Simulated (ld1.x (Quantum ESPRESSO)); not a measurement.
# Building the TM potential for Li (PBE, scalar-relativistic).

Li (Z = 3), norm-conserving Troullier–Martins (Kleinman–Bylander form), made with ld1.x (Quantum ESPRESSO) 7.5 (PBE, scalar-relativistic). Core [He], reference 2s1 2p0. Waves: 2s (bound): rc 2.70 bohr; 3d channel at -0.2 Ry: rc 4.15 bohr; 2p (bound, empty): rc 4.20 bohr. Local part: the p channel. Core correction: a·sin(br)/r model core inside 2.80 bohr.

Poles of the logarithmic derivatives, all-electron (AE) and pseudo (PS). s: poles at 0.1, 1.9, 4.9 (AE) and 0.1, 1.7, 3.5 (PS) Ry. p: poles at 0.2, 1.8, 4.4 (AE) and 0.3, 2.1, 4.9 (PS) Ry. d: poles at 1.1, 3.2 (AE) and 1.0, 3.0 (PS) Ry. Test radius 4.57 bohr.

* Cutoffs needed: 6 Ry and 6 Ry (the cutoffs (Ry, on a coarse ladder) from which the occupation-weighted sum of valence levels, in a spherical-Bessel basis at the reference potential, stays within 10 and 1 mRy of its value at 400 Ry)
* Ghost test: no extra level below or beside the all-electron valence levels (s, d, p, f tested) (spherical-Bessel basis up to 400 Ry, 20 bohr box)
* Largest excitation error: +4.3 meV (all-electron minus pseudo) for 2s0.5 2p0, out of 2 test configurations
